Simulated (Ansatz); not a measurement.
Reaction (formal exchange of groups at a C–Al bond): `[CH3][Al]([F])[BH]O` + `[CH2]1[AlH][SiH2]1` → `[CH3][Al]1[CH2][SiH2]1` + `O[BH][AlH][F]`

Calculated with Ansatz (gas phase, PBE0-D4/def2-TZVP geometries, no zero-point term in ΔE). CCSD(T)/CBS is the MP2 limit (def2-TZVPP, def2-QZVPP) plus CCSD(T) − MP2 in def2-TZVPP, frozen cores. Functionals use def2-TZVPP. B3LYP here is the variant with VWN-RPA as its local correlation; programs differ in this. HSE06 is defined as in plane-wave codes. Each species was taken in one conformer, which may not be the lowest.

```tsv
level	ΔE (kcal/mol)	difference from CCSD(T)/CBS
LDA (SPW92)	0.1	0.1
BLYP-D4	0.0	0.0
r2SCAN-D4	0.1	0.1
B3LYP-D4	0.0	0.0
r2SCANh-D4	0.1	0.1
CAM-B3LYP-D4	0.1	0.1
ωB97X-V	0.0	0.0
r2SCAN	0.1	0.1
HSE06	0.0	0.0
BHLYP	0.0	0.0
CAM-B3LYP	0.0	0.0
RPA@PBE/def2-TZVPP	0.0	0.0
CCSD(T)/def2-SVP	0.0	0.0
SCS-MP2/def2-TZVPP	-0.4	-0.4
CCSD(T)/def2-TZVPP	-0.1	-0.1
MP2/CBS(def2)	-0.3	-0.3
CCSD(T)/CBS	0.0	0
```

Largest T1 diagnostic among the species: 0.014.

Leaving LDA and LC-ωPBE aside and taking each functional with its dispersion term where it has one, the values, not all of them listed here, spread over 0.3 kcal/mol, from PBE-QIDH to r2SCAN-D4.
